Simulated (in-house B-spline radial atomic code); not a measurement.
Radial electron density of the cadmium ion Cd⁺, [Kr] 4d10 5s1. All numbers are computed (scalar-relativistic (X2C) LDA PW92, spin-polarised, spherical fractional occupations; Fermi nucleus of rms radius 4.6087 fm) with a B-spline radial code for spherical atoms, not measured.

One-electron X2C: radii and densities carry no picture-change correction, so inner-shell <1/r> comes out high (for 1s by about 2 % at Z = 33, 5 % at 54, 10 % at 75, 30 % at 118) and <r> low.

Columns: r (bohr), 4πr²n(r) (electrons per bohr), bar.

```
0.000976    1.847 #
 0.00121    2.614 #
 0.00149    3.641 ##
 0.00185    5.111 ###
 0.00228    7.041 ####
 0.00283    9.717 ######
  0.0035    13.19 ########
 0.00433    17.66 ##########
 0.00535    23.21 #############
 0.00662     29.9 #################
 0.00819     37.5 #####################
  0.0101    45.38 ##########################
  0.0125    52.93 ##############################
  0.0155    58.87 ##################################
  0.0192    61.84 ###################################
  0.0237    61.24 ###################################
  0.0293    57.73 #################################
  0.0363    53.72 ###############################
  0.0449    52.99 ##############################
  0.0555    58.23 #################################
  0.0687    68.31 #######################################
   0.085     76.9 ############################################
   0.105     76.6 ############################################
    0.13    66.31 ######################################
   0.161    55.04 ###############################
   0.199    53.76 ###############################
   0.246    60.85 ###################################
   0.305    61.89 ###################################
   0.377    47.93 ###########################
   0.466    28.53 ################
   0.576    18.52 ###########
   0.713     19.1 ###########
   0.882    20.23 ############
    1.09    16.38 #########
    1.35    10.18 ######
    1.67    5.343 ###
    2.07    2.567 #
    2.56    1.185 #
    3.16   0.4995 
    3.91     0.17 
    4.84  0.04159 
    5.98  0.00663 
     7.4 0.0005949 
    9.16 2.656e-05
```

On this grid the curve has 4 maxima, near 0.0192, 0.085, 0.305, 0.882 bohr.

The 4d down radial function P(r) = rR(r), positive near the nucleus:

```
r (bohr)          P
  0.0101   0.001085
  0.0155   0.003466
  0.0237    0.01058
  0.0363    0.03065
  0.0555    0.08089
   0.085     0.1872
    0.13     0.3532
   0.199     0.4852
   0.305     0.3539
   0.466    -0.1724
   0.713    -0.7807
    1.09    -0.9322
    1.67    -0.6276
    2.56    -0.2614
    3.91   -0.06162
    5.98  -0.006094
```
